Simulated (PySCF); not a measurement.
Cartesian coordinates (Å):
```xyz
3

Zn     0.0075     0.0150     0.0028
Cl    -0.9185    -1.8287    -0.3439
Br     0.9883     1.9675     0.3701
```
Charge 0, spin multiplicity 1.

Q: Estimate the dipole moment, HOMO–LUMO gap, charge on the central atom (meta-Löwdin), LUMO and charge on the central atom (Mulliken) that PySCF with TPSSh-D3(BJ)/def2-TZVP // r2SCAN-D4/def2-SVP returns for this input.

A: 
```
Item                                         Value
----------------------------------------  --------
dipole moment                               0.33 D
HOMO–LUMO gap                              5.97 eV
charge on the central atom (meta-Löwdin)    1.21 e
LUMO                                      -2.09 eV
charge on the central atom (Mulliken)       0.58 e
```
